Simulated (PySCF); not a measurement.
Spin–spin coupling constants

Bonds (- single, = double, # triple, : aromatic): O1=N2 1.202 Å, N2-C3 1.434 Å, C3:C4 1.396 Å, C4:C5 1.392 Å, C5:C6 1.395 Å, C6:C7 1.400 Å, C7:C8 1.387 Å, C8:C3 1.400 Å. C4 carries H9; C5 carries H10; C6 carries H11; C7 carries H12; C8 carries H13.

Indirect spin–spin couplings were computed at B3LYP/pcJ-1 (spin–dipole term only in couplings to heteroatoms) (PySCF 2.14.0 with density-fitted response routines) on a PBE0-D3(BJ)/def2-SVP structure, for the isolated molecule, without vibrational or relativistic corrections. Couplings are averaged over pairs made equivalent by symmetry, fast rotation or ring inversion, so a value needn't be that of the named pair in this geometry, while other rotamers aren't included; one pair stands for each set, and the list holds a selection of those of at least 0.8 Hz over up to four bonds, among pairs with at least one N or C or H atom (others weren't computed).

Isotopes: ¹⁷O, ¹⁵N, ¹³C, ¹H. Couplings to quadrupolar nuclei such as 17O and 33S are rarely resolved in practice.

```tsv
pair	bonds	J (Hz)
O1, N2	1	-226.9
N2, C3	1	15.7
C3, C4	1	69.2
C4, C5	1	62.8
C4, H9	1	173.0
C5, C6	1	61.4
C5, H10	1	?
C6, H11	1	167.7
C3, H9	2	?
C4, C6	2	?
C4, C8	2	1.7
C5, H9	2	1.4
C5, H11	2	?
C6, H10	2	2.1
N2, H9	3	-2.1
C3, C6	3	6.9
C4, H11	3	8.3
C5, H12	3	8.3
C6, H9	3	8.5
H10, H11	3	8.2
N2, C6	4	?
C3, H11	4	-1.7
C4, H12	4	?
C5, H13	4	?
H9, H13	4	1.6
H10, H12	4	?
```

**Question.** Estimate the withheld couplings, with signs.

**Answer.** 
- ¹J(C5,H10) = 170.4 Hz (bond length 1.092 Å, sp2 carbon)
- ²J(C3,H9) = -1.7 Hz (angle at C4 118°)
- ²J(C4,C6) = -1.2 Hz (angle at C5 120°)
- ²J(C5,H11) = 1.7 Hz (angle at C6 120°)
- ⁴J(N2,C6) = 0.8 Hz
- ⁴J(C4,H12) = -1.5 Hz
- ⁴J(C5,H13) = -1.1 Hz
- ⁴J(H10,H12) = 0.9 Hz
